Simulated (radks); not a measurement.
Q: Radial electron density D(r) = 4 pi r^2 rho(r) of an atom or ion with 1 electrons. Method: non-relativistic Kohn-Sham, LDA (Slater exchange, Perdew-Wang correlation), spin-polarised, spherical densities, point nucleus; computed with a radial shooting solver on a logarithmic mesh with Libxc functionals.

| r (bohr) | D(r) (e/bohr) |
|---|---|
| 0.03858 | 0.1247 |
| 0.04491 | 0.1627 |
| 0.05228 | 0.2109 |
| 0.06086 | 0.2715 |
| 0.07085 | 0.3465 |
| 0.08249 | 0.4378 |
| 0.09603 | 0.5469 |
| 0.1118 | 0.6742 |
| 0.1301 | 0.8182 |
| 0.1515 | 0.9753 |
| 0.1764 | 1.138 |
| 0.2053 | 1.297 |
| 0.239 | 1.436 |
| 0.2783 | 1.539 |
| 0.324 | 1.589 |
| 0.3771 | 1.569 |
| 0.4391 | 1.472 |
| 0.5111 | 1.303 |
| 0.595 | 1.076 |
| 0.6927 | 0.8215 |
| 0.8064 | 0.5718 |
| 0.9388 | 0.3576 |
| 1.093 | 0.1975 |
| 1.272 | 0.09449 |
| 1.481 | 0.03826 |
| 1.724 | 0.01278 |
| 2.007 | 0.003413 |

What is the nuclear charge?

A: Z = 3. The innermost maximum, from 1s, lies near 1/Z = 0.333 bohr (found: 0.334), and its height grows with Z. The density is that of the lithium ion Li2+ in 1s1; the configuration itself is not fixed sharply by these data. D(r) has 1 maximum, at r = 0.334 bohr.
